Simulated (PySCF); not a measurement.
**Working out the ionisation energy of P²⁺**

P²⁺ [Ne] 3s2 3p1 (2P) → P³⁺ [Ne] 3s2 (1S). Calculation: PySCF 2.14, in dyall-av3z (19s12p3d2f, 84 functions); the non-relativistic Hamiltonian (point nucleus). Frozen: [Ne]; the 26 highest virtual orbitals dropped. Energies in hartree (1 hartree = 27.21139 eV):

```
             part  P²⁺ (lower)  P³⁺ (upper)
              UHF  -339.650248  -338.563120
MP2 opposite-spin    -0.043956    -0.036035
    MP2 same-spin    -0.002988     0.000000
```

Question: What does Hartree-Fock give?

Answer: (-338.563120) − (-339.650248) = 1.087128 hartree = 29.582 eV.

Question: What do MP2 and SCS-MP2 (6/5 opposite-spin, 1/3 same-spin) give?

Answer: The opposite-spin parts differ by 0.216 eV and the same-spin parts by 0.081 eV. MP2: 29.582 + (0.216) + (0.081) = 29.879 eV. SCS-MP2: 29.582 + 1.2 × (0.216) + (0.081)/3 = 29.868 eV.

A first-order spin-orbit estimate adds 0.041 eV to MP2 (valence), giving 29.920 eV against 30.203 eV (measured; NIST Atomic Spectra Database, ionization energies).

What remains against the reference includes basis incompleteness, the frozen core and correlation beyond second order.
